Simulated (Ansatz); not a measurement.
A nudged elastic band was laid between two geometries of H4O3Si (8 atoms, charge 0, multiplicity 1).

The calculation used RHF/def2-SVP in Ansatz 0.2.0.

```yaml
movable_images: 5
climbing_image: yes
spring: 5.0 eV/Å²
optimiser: quadratic models (default)
start_path: through a guess of the saddle point
force_threshold: 0.05 eV/Å
iteration_limit: 60
end_points: relaxed
```

Image 0:

```xyz
8
Properties=species:S:1:pos:R:3
Si -0.041 -0.126 0.417
H 0.076 0.095 1.861
O 1.391 -0.640 -0.208
H 2.181 -0.142 -0.074
O -0.539 1.298 -0.212
H -0.923 1.318 -1.075
O -1.118 -1.295 0.025
H -0.799 -2.156 -0.195
```

Image 6:

```xyz
8
Properties=species:S:1:pos:R:3
Si -1.169 -0.050 0.577
H 1.901 -0.041 1.565
O 1.396 0.004 0.766
H 1.721 -0.675 0.190
O -1.097 1.282 -0.392
H -0.773 1.176 -1.275
O -0.809 -1.223 -0.575
H -0.940 -2.122 -0.317
```

Which bonds break or form, and what moves?

Bonds broken: Si1–H2, Si1–O3. Bonds formed: H2–O3. H4O3Si becomes H2O + H2O2Si.

What energy profile does the band end with?

It converged. The highest image is number 4 of 0 to 6, 4.44 eV above the first end and 2.00 eV above the last; the last end lies 2.44 eV above the first. Neighbouring images differ by up to 3.0 eV, so the band resolves the path poorly. A vibrational analysis at the climbing image gives one clearly imaginary mode, 2020i cm⁻¹: a first-order saddle point. The orbitals stay closed-shell, which can raise the energy where a bond breaks towards radicals; this wasn't checked here.

```csv
image,path coordinate (Å),energy (eV),Si1–H2 (Å),Si1–O3 (Å),H2–O3 (Å)
0,0.00,0.00,1.47,1.64,2.56
1,0.63,0.06,1.47,1.64,2.54
2,1.26,0.13,1.47,1.64,2.50
3,1.90,1.47,1.47,1.66,1.95
4,2.53,4.44,1.61,1.85,1.27
5,3.28,2.63,2.39,2.27,0.95
6,4.03,2.44,3.22,2.57,0.95
```

What is the geometry of the highest image?


```xyz
8
Properties=species:S:1:pos:R:3:forces:R:3
Si -0.352 0.020 0.530 0.00 0.00 0.00
H 0.910 -0.134 1.525 0.00 0.00 0.00
O 1.494 -0.010 0.404 0.00 0.00 -0.01
H 1.942 -0.763 0.027 0.00 0.00 0.00
O -0.869 1.342 -0.285 0.00 0.00 0.00
H -1.116 1.235 -1.192 0.00 0.00 0.00
O -0.818 -1.247 -0.433 0.00 0.00 0.00
H -0.960 -2.092 -0.037 0.00 0.00 0.00
```

Time of the run: 96 s on 1 thread of Arm Neoverse V1, with other jobs on the host, peak memory 0.14 GiB.
